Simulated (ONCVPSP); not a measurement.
## Potentials for P (Z = 15) compared

Generated with ld1.x 7.5 (TM, RRKJ, ultrasoft, PAW), atompaw 4.2 or ONCVPSP 4.0.1. The cutoff is in Ry: for ld1.x and atompaw files where the sum of valence levels is converged to 10 mRy in a Bessel basis, for ONCV files where the hardest occupied wave has 1 mHa per electron of residual kinetic energy. The error is the largest all-electron minus pseudo excitation energy over each file’s own four to seven test configurations (ionisations up to +4, promotions, holes and added fractions of an electron), all of which were solved. The labels leave out finer settings (local radius, basis sizes, second energies), which also bear on the numbers. Spin-polarised tests are not counted. The rows are a selection from randomly drawn settings: files with unsolved tests, undetermined cutoffs or missed reference levels are left out.

A true bound ghost makes a file unfit for plane-wave use even where its test errors are small: the radial tests pick states by their node count and pass the ghost by.

| potential | cutoff (Ry) | largest error (meV) | bound ghosts |
| --- | --- | --- | --- |
| ONCV, PBEsol, scalar-relativistic, rc 1.35/1.85/1.85 (spd), local smoothed, core correction yes, reference 3s2 3p3, qcut 3.8/4.8/5.6, projectors 1/2/2 | 36 | +60 | none |
| ONCV, PBEsol, scalar-relativistic, rc 0.70/0.80 (sp), local smoothed, core correction yes, reference 2s2 2p6 3s1.5 3p3.5, qcut 15.8/16.4, projectors 3/2 | 231 | +11 | none |
| ONCV, LDA (Perdew-Wang 92), scalar-relativistic, rc 1.65/1.25/1.30 (spd), local smoothed, core correction yes, reference 3s2 3p2.5, qcut 3.8/6.9/8.2, projectors 2/1/3 | 52 | +7.3 | none |
| ONCV, PBE, scalar-relativistic, rc 1.65/1.95/1.75 (spd), local smoothed, core correction no, reference 3s2 3p3, qcut 4.1/4.9/5.9, projectors 2/2/1 | 22 | +167 | none |
| ONCV, revPBE, fully relativistic, rc 1.25/1.85/1.65 (spd), local smoothed, core correction yes, reference 3s2 3p3, qcut 5.8/3.8/6.8, projectors 2/1/2 | 36 | -5.4 | s |
| ONCV, PBE, scalar-relativistic, rc 1.65/1.45 (sp), local smoothed, core correction yes, reference 3s2 3p1, qcut 3.3/5.4, projectors 2/3 | 124 | +48 | p |
| ONCV, PBE, scalar-relativistic, rc 1.30/1.20/1.35 (spd), local smoothed, core correction no, reference 3s2 3p1, qcut 5.5/6.5/6.2, projectors 1/3/1 | 180 | +4.1 | s, p |
| ONCV, PBE, scalar-relativistic, rc 0.80/1.00 (sp), local smoothed, core correction no, reference 2s2 2p6 3s2 3p2.5, qcut 12.3/16.6, projectors 2/2 | 195 | +1.7 | none |

**Question.** Fill in the row for P: ONCV, PBEsol, scalar-relativistic, rc 1.40/1.80/1.70 (spd), local smoothed, core correction yes, reference 3s2 3p3, qcut 4.6/4.5/5, projectors 2/1/2.

**Answer.** cutoff 20 Ry, largest error +12 meV, bound ghosts: none.
